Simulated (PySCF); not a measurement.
`N[C@@H]1[C@@H]2CC[C@@H](N)[C@H]12`, C$_{6}$H$_{12}$N$_{2}$

Geometry:
```json
{"atom": "N1", "x (Å)": "1.648", "y (Å)": "-1.380", "z (Å)": "-0.326"}
{"atom": "C2", "x (Å)": "1.611", "y (Å)": "0.049", "z (Å)": "-0.222"}
{"atom": "C3", "x (Å)": "0.754", "y (Å)": "0.715", "z (Å)": "0.820"}
{"atom": "C4", "x (Å)": "-0.282", "y (Å)": "-0.135", "z (Å)": "1.524"}
{"atom": "C5", "x (Å)": "-1.068", "y (Å)": "-0.829", "z (Å)": "0.403"}
{"atom": "C6", "x (Å)": "-0.920", "y (Å)": "0.050", "z (Å)": "-0.850"}
{"atom": "N7", "x (Å)": "-2.076", "y (Å)": "0.926", "z (Å)": "-0.983"}
{"atom": "C8", "x (Å)": "0.381", "y (Å)": "0.812", "z (Å)": "-0.633"}
{"atom": "H9", "x (Å)": "2.309", "y (Å)": "-1.770", "z (Å)": "0.337"}
{"atom": "H10", "x (Å)": "1.927", "y (Å)": "-1.663", "z (Å)": "-1.259"}
{"atom": "H11", "x (Å)": "2.552", "y (Å)": "0.570", "z (Å)": "-0.432"}
{"atom": "H12", "x (Å)": "1.165", "y (Å)": "1.555", "z (Å)": "1.364"}
{"atom": "H13", "x (Å)": "0.174", "y (Å)": "-0.862", "z (Å)": "2.196"}
{"atom": "H14", "x (Å)": "-0.932", "y (Å)": "0.513", "z (Å)": "2.117"}
{"atom": "H15", "x (Å)": "-2.121", "y (Å)": "-0.946", "z (Å)": "0.651"}
{"atom": "H16", "x (Å)": "-0.637", "y (Å)": "-1.806", "z (Å)": "0.206"}
{"atom": "H17", "x (Å)": "-0.882", "y (Å)": "-0.565", "z (Å)": "-1.756"}
{"atom": "H18", "x (Å)": "-1.976", "y (Å)": "1.526", "z (Å)": "-1.795"}
{"atom": "H19", "x (Å)": "-2.144", "y (Å)": "1.525", "z (Å)": "-0.166"}
{"atom": "H20", "x (Å)": "0.511", "y (Å)": "1.726", "z (Å)": "-1.200"}
```

Computed, not measured: TDDFT B3LYP/def2-SVPD circular dichroism and optical rotation, one conformer, gas phase in PySCF. Geometry: GFN2-xTB.

The molecule is flexible and this is one conformer; a measurement averages over conformers. States above about 6.4 eV (minus the energy of the highest occupied orbital) lie near or above the ionisation threshold and depend on the basis.

(1) Draw the ECD and absorption spectra from the lowest 8 states, each a Gaussian of half-width 0.3 eV at 1/e height.

Answers

(1) 
| E (eV) | λ (nm) | Δε (L mol⁻¹ cm⁻¹) | ε (L mol⁻¹ cm⁻¹) |
| --- | --- | --- | --- |
| 5.29 | 234 | +0.34 | 57.5 |
| 5.44 | 228 | +1.36 | 253 |
| 5.59 | 222 | +3.30 | 687 |
| 5.74 | 216 | +4.91 | 1160 |
| 5.89 | 211 | +5.05 | 1270 |
| 6.04 | 205 | +5.53 | 1130 |
| 6.19 | 200 | +8.27 | 1240 |
| 6.34 | 196 | +10.48 | 1700 |
| 6.49 | 191 | +8.27 | 2200 |
| 6.64 | 187 | +2.40 | 2630 |

Δε uses R in velocity form, ε uses f in length form. Only the states computed contribute, so the short-wavelength end is incomplete.
